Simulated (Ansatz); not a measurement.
Relaxation of C$_{2}$H$_{2}$ClFSi (7 atoms, charge 0, multiplicity 1), to a largest force component of 0.02 eV/Å in at most 50 steps.

Level of theory: UKS PBE0/def2-SVP in Ansatz 0.2.0.

```xyz
7
Properties=species:S:1:pos:R:3
F 1.190 -1.444 1.088
C 0.232 -0.432 0.903
C -0.794 -0.532 0.025
Cl -1.096 -1.895 -0.844
Si 0.151 0.989 -0.160
H -0.618 2.198 0.320
H 0.619 -0.027 1.838
```

Problem. Where does it end, and by what steps?

Solution. It converged. After 14 steps the energy has fallen by 3.612 eV; Si5 moved furthest, 1.17 Å. Parted: C2–Si5.

| step | energy less start (eV) | largest force component (eV/Å) | accepted |
| --- | --- | --- | --- |
| 0 | 0.0000 | 4.519 | yes |
| 1 | -1.2858 | 3.868 | yes |
| 2 | -2.2910 | 2.018 | yes |
| 3 | -2.7538 | 1.156 | yes |
| 4 | -3.0357 | 1.249 | yes |
| 5 | -3.2703 | 1.070 | yes |
| 6 | -3.4401 | 1.944 | yes |
| 7 | -3.5524 | 0.901 | yes |
| 8 | -3.5666 | 0.965 | yes |
| 9 | -3.5900 | 0.603 | yes |
| 10 | -3.5442 | 0.844 | no |
| 11 | -3.6092 | 0.170 | yes |
| 12 | -3.6103 | 0.144 | yes |
| 13 | -3.6120 | 0.034 | yes |
| 14 | -3.6120 | 0.004 | yes |

```xyz
7
Properties=species:S:1:pos:R:3
F 0.770 -1.788 1.501
C 0.388 -0.607 1.072
C -0.339 -0.414 -0.050
Cl -0.793 -1.817 -0.975
Si -0.872 1.291 -0.642
H -0.184 1.974 0.551
H 0.715 0.218 1.713
```

Whether the end is a true minimum wasn't checked by a vibrational analysis.

The run took 68 s on 2 threads of Arm Neoverse V1 (shared host), peak memory 0.28 GiB.
